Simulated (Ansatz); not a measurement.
Isolated molecules relaxed with PBE0-D4/def2-TZVP in Ansatz; ΔE leaves out vibrations. CCSD(T)/CBS is the MP2 limit (def2-TZVPP, def2-QZVPP) plus CCSD(T) − MP2 in def2-TZVPP, frozen cores. def2 core potentials past Kr. For Sn outer-core shells are correlated without core-valence functions, which leaves a few kJ/mol of doubt a bond. One conformer a species, not always the lowest.

`F[CH](F)[SnH2][SH]` + `SC1CO1` → `[SH][SnH2][SH]` + `FC(F)C1CO1`  (formal exchange of groups at the Sn–C bond)

| species | CCSD/CBS(def2) energy (Eh) |
| --- | --- |
| `F[CH](F)[SnH2][SH]` | -851.79175 |
| `SC1CO1` | -551.36576 |
| `[SH][SnH2][SH]` | -1011.99315 |
| `FC(F)C1CO1` | -391.21997 |

(1) Work out ΔE.

Largest T1 diagnostic among the species: 0.013.

Answers

(1) ΔE = (-1011.99315) + (-391.21997) − (-851.79175) − (-551.36576) = -0.05561 Eh = -146.0 kJ/mol. CCSD(T)/CBS gives -142.6 kJ/mol.

In def2-TZVPP, CCSD(T) changes the Hartree–Fock value by +22.8 kJ/mol (the triples alone add +3.4 kJ/mol) and MP2 by +20.1 kJ/mol. From PBE to PBE0 (25 % exact exchange), in def2-TZVPP and without D4, ΔE moves by −12.1 kJ/mol.
